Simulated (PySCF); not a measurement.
Structure with atom numbers: `[CH3:1][C@@H:2]([F:3])[c:4]1[cH:5][cH:6][cH:7][cH:8][cH:9]1`; H(Xn) means a hydrogen on atom n.

- NMR shieldings at PBE0/pcSseg-1/GIAO
- PBE0-D3(BJ)/def2-SVP structure
- code: PySCF
- one computed conformer, relativity neglected, isolated molecule, fast rotation and ring inversion assumed for equivalent nuclei

Task: List the cross peaks expected in HSQC, COSY and HMBC spectra.

Result: 

HSQC (one-bond C–H):
| δH | δC |
| --- | --- |
| 7.50 (H(C6)/H(C8)) | 133.9 (C6/C8) |
| 7.45 (H(C5)/H(C9)) | 129.2 (C5/C9) |
| 7.40 (H(C7)) | 132.9 (C7) |
| 5.53 (H(C2)) | 91.6 (C2) |
| 1.42 (H(C1)) | 27.9 (C1) |

COSY cross peaks (H two or three bonds apart, from the bond graph; peaks can be absent where the dihedral angle is near 90°):
| δH | δH |
| --- | --- |
| 7.50 (H(C6)/H(C8)) | 7.45 (H(C5)/H(C9)) |
| 7.50 (H(C6)/H(C8)) | 7.40 (H(C7)) |
| 5.53 (H(C2)) | 1.42 (H(C1)) |

HMBC (two and three bonds, from the bond graph):
| δH | δC |
| --- | --- |
| 7.50 (H(C6)/H(C8)) | 149.6 (C4), 133.9 (C6/C8), 132.9 (C7), 129.2 (C5/C9) |
| 7.45 (H(C5)/H(C9)) | 149.6 (C4), 133.9 (C6/C8), 132.9 (C7), 129.2 (C5/C9), 91.6 (C2) |
| 7.40 (H(C7)) | 133.9 (C6/C8), 129.2 (C5/C9) |
| 5.53 (H(C2)) | 149.6 (C4), 129.2 (C5/C9), 27.9 (C1) |
| 1.42 (H(C1)) | 149.6 (C4), 91.6 (C2) |

Shifts are taken against calculated references (same method and geometry level): $^{1}$H, $^{13}$C against TMS.

Short H···H contacts in this conformer between protons four or more bonds apart (candidates for NOE cross peaks, intensity ∝ r⁻⁶): H(C2)···H(C5) 2.53 Å.

Shifts are as computed. Against solution values, carbons near 30 ppm lie about +2 ppm off and those near 130 ppm about +5 ppm. Of 1211 compounds with measured shifts, 218 miss one by over three times the rms of a fit or turn the order of signals round; such compounds aren't used in these exercises.
